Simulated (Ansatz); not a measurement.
`N#[C][SnH2][C]#N` → 2 C• + 2 H• + 2 N• + Sn•  (atomization)

Gas-phase electronic energies from Ansatz, PBE0-D4/def2-TZVP geometries. CCSD(T)/CBS adds triple-zeta CCSD(T) − MP2 to the extrapolated MP2 energy (def2 sets, frozen cores). This one scheme is used for every species, atoms too. DFT in def2-TZVPP. B3LYP here is the variant with VWN-RPA as its local correlation; programs differ in this. HSE06 is defined as in plane-wave codes. Open shells (•) are unrestricted, without spin–orbit coupling. Spin–orbit coupling would lower the free atoms: a little for C; strongly for Sn. def2 core potentials past Kr. For Sn outer-core shells are correlated without core-valence functions, so the limit isn't a true one: a few kJ/mol of doubt a bond, and 10 to 20 or more in all where bonds break to atoms.

Question: What is ΔE at CCSD(T)/CBS? (Best estimate.)

Answer: Ansatz gave: +669.3 kcal/mol.

Question: What do these levels give: PBE-D4, revPBE-D4, r2SCAN-D4, HSE06-D4, BHLYP-D4, ωB97X-V, PBE, B3LYP, r2SCANh, r2SCAN0, CCSD(T)/def2-TZVPP, CCSD/CBS(def2)? (Estimate.)

Answer: Ansatz gave: PBE-D4 695.3, revPBE-D4 671.7, r2SCAN-D4 659.6, HSE06-D4 665.9, BHLYP-D4 628.7, ωB97X-V 672.2, PBE 691.7, B3LYP 660.7, r2SCANh 648.9, r2SCAN0 634.7, CCSD(T)/def2-TZVPP 647.7, CCSD/CBS(def2) 649.1 kcal/mol.

Largest T1 diagnostic among the species: 0.015.

From PBE to PBE0 (25 % exact exchange), in def2-TZVPP and without D4, ΔE moves by −29.3 kcal/mol: exact exchange takes away binding that semilocal exchange gives to molecules. In def2-TZVPP, CCSD(T) changes the Hartree–Fock value by +230.8 kcal/mol (the triples alone add +20.2 kcal/mol) and MP2 by +252.7 kcal/mol; breaking electron pairs costs correlation energy, which Hartree–Fock lacks. Leaving LDA and LC-ωPBE aside and taking each functional with its dispersion term where it has one, the values spread over 66.6 kcal/mol, from BHLYP-D4 to PBE-D4. LDA lies +87.4 kcal/mol from PBE without D4, its usual overbinding.

For atomizations the MP2-based limit and the directly extrapolated one differ by several kJ/mol either way, and by 10 to 25 for some Ge, Se and Sn compounds, so smaller differences from it don't rank the levels.
